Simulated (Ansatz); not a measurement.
Relaxation of C$_{2}$H$_{2}$AlClO (7 atoms, charge 0, multiplicity 1), to a largest force component of 0.02 eV/Å in at most 50 steps.

Computed with UKS PBE0-D4/def2-SVP in Ansatz 0.2.0.

```xyz
7
Properties=species:S:1:pos:R:3:forces:R:3
Cl -2.232 -2.488 0.639 -4.36 -6.75 -3.03
Al -0.822 -0.897 0.038 1.38 1.76 -2.50
C 0.283 0.415 0.612 5.05 4.65 0.13
C 0.827 0.778 -0.628 -5.66 -4.83 4.92
O -0.031 -0.180 -1.389 0.91 0.28 -2.70
H -1.592 -1.532 1.210 1.48 3.74 4.68
H 1.491 1.520 -0.938 1.20 1.15 -1.50
```

Where does it end, and by what steps?

The run converged. After 24 steps the energy has fallen by 6.022 eV; H6 moved furthest, 1.49 Å. Parted: Cl1–H6 (1.28 → 3.22 Å).

| step | energy less start (eV) | largest force component (eV/Å) | accepted |
| --- | --- | --- | --- |
| 0 | 0.0000 | 6.751 | yes |
| 1 | -2.3069 | 3.060 | yes |
| 2 | -3.1399 | 1.451 | yes |
| 3 | -3.4819 | 1.190 | yes |
| 4 | -3.8394 | 1.004 | yes |
| 5 | -4.1044 | 0.978 | yes |
| 6 | -4.3325 | 1.315 | yes |
| 7 | -4.6994 | 2.563 | yes |
| 8 | -5.1856 | 2.690 | yes |
| 9 | -5.5145 | 1.451 | yes |
| 10 | -5.7041 | 1.045 | yes |
| 11 | -5.7980 | 0.899 | yes |
| 12 | -5.7615 | 1.000 | no |
| 13 | -5.8823 | 0.599 | yes |
| 14 | -5.8944 | 0.565 | yes |
| 15 | -5.9183 | 0.582 | yes |
| 16 | -5.9753 | 0.708 | yes |
| 17 | -5.9456 | 1.157 | no |
| 18 | -5.9861 | 1.286 | yes |
| 19 | -6.0173 | 0.156 | yes |
| 20 | -6.0200 | 0.184 | yes |
| 21 | -6.0216 | 0.095 | yes |
| 22 | -6.0222 | 0.026 | yes |
| 23 | -6.0223 | 0.021 | yes |
| 24 | -6.0223 | 0.004 | yes |

```xyz
7
Properties=species:S:1:pos:R:3
Cl -1.204 -3.099 0.191
Al -1.045 -1.013 0.386
C 0.840 -0.186 0.476
C 0.687 0.657 -0.525
O -0.250 -0.163 -1.099
H -2.154 -0.158 1.092
H 1.051 1.579 -0.976
```

Whether the end is a true minimum wasn't checked by a vibrational analysis.

The run took 3.2 min on 2 threads of Arm Neoverse N1, with other jobs on the host, peak memory 0.28 GiB.
